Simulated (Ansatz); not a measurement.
`[CH3][Al]([F])[F]` → `[F][AlH][F]` + `[CH2]` (triplet) at 700 K and 1 bar (formal loss of a carbene).

Isolated molecules relaxed with PBE0-D4/def2-TZVP in Ansatz; ΔE leaves out vibrations. CCSD(T)/CBS adds triple-zeta CCSD(T) − MP2 to the extrapolated MP2 energy (def2 sets, frozen cores). This one scheme is used for every species. Triplets are unrestricted, without spin–orbit coupling.

```csv
species,CCSD(T)/CBS energy (Eh),H − E (kJ/mol),S (J/(mol·K))
`[CH3][Al]([F])[F]`,-481.63134,165.3,413.1
`[F][AlH][F]`,-442.35155,69.3,318.9
`[CH2]` (triplet),-39.09499,70.4,226.8
```

H − E and S are ideal-gas, rigid-rotor, harmonic terms from PBE0-D4/def2-TZVP, with the whole ground term of open shells counted as degenerate. 1 Eh = 2625.50 kJ/mol, R = 8.31446 J/(mol·K).

**Question.** By hand: ΔE, ΔH, ΔS and ΔG.

**Answer.** ΔE = (-442.35155) + (-39.09499) − (-481.63134) = 0.18480 Eh = 485.2 kJ/mol. Δ(H − E) = 69.3 + 70.4 − 165.3 = -25.6, so ΔH = 459.6 kJ/mol. ΔS = 318.9 + 226.8 − 413.1 = 132.6 J/(mol·K). ΔG = 459.6 − 700 × (132.6)/1000 = 366.8 kJ/mol.

**Question.** By hand: the equilibrium constant, and the temperature at which ΔG would vanish if ΔH and ΔS stayed fixed.

**Answer.** log₁₀ K = −ΔG/(RT ln 10) = -27.4. ΔG = 0 at ΔH/ΔS = 3466 K, far beyond where these terms or the molecules hold.

The number of gas molecules changes by +1, which sets the sign of ΔS. A doubt of 5 kJ/mol in ΔE shifts log₁₀ K by 0.4 here. Modes under 60 cm⁻¹, often nearly free rotors, make the harmonic entropy too high. A triplet takes part, so the spin changes. These are equilibria of isolated gas molecules and say nothing of rates. Largest T1 diagnostic: 0.013 (customary marks: 0.02 for closed shells, 0.045 for open ones).
